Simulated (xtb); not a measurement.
FH3OSiZn, SMILES [F][Zn][O][SiH3]. All values are semi-empirical tight-binding results from xtb (GFN2-xTB unless named), good for trends rather than for accurate numbers. Geometry optimised at GFN2-xTB. The structure was generated by enumeration; whether it is a known compound was not checked. The values are those of a single conformer.

For metal compounds this method's bond lengths and energies can be far off.

Computed properties:
```json
{
 "point_group_as_xtb_finds_it": "Cs",
 "orbital_gap": "2.74 eV",
 "zero_point_energy": "17.5 kcal/mol",
 "G − E(el) at 298.15 K (modified RRHO)": "-2.6 kcal/mol"
}
```
